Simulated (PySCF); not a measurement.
**Electron correlation in Hf²⁹⁺ (hafnium, charge +29)**

[Kr] 4d7, high-spin 4F determinant. Computed with PySCF 2.14 in an even-tempered Gaussian basis (18 s from 2.2 bohr⁻², ratio 2.5; 12 p from 2.8 bohr⁻², ratio 2.5; 9 d from 2.8 bohr⁻², ratio 2.5; 4 f from 15 bohr⁻², ratio 2.7; 3 g from 22 bohr⁻², ratio 2.7), with the non-relativistic Hamiltonian (point nucleus). Frozen: [Ar] 3d10; 15 electrons correlated; the 35 highest virtual orbitals of each spin left out.

MP2 pair energies summed by pair of shells (mhartree):

```json
{"pair": "4p-4d", "energy": "-163.64", "share (%)": "42.3"}
{"pair": "4d-4d", "energy": "-129.80", "share (%)": "33.5"}
{"pair": "4p-4p", "energy": "-44.03", "share (%)": "11.4"}
{"pair": "4s-4d", "energy": "-24.43", "share (%)": "6.3"}
{"pair": "4s-4p", "energy": "-21.96", "share (%)": "5.7"}
{"pair": "4s-4s", "energy": "-3.09", "share (%)": "0.8"}
```

Total MP2 correlation energy: -386.96 mhartree.

At this charge a non-relativistic calculation is a model, useful for the Z dependence of the correlation energy.

Spin-orbit coupling is strong in this species, so the high-spin LS determinant is a model state.
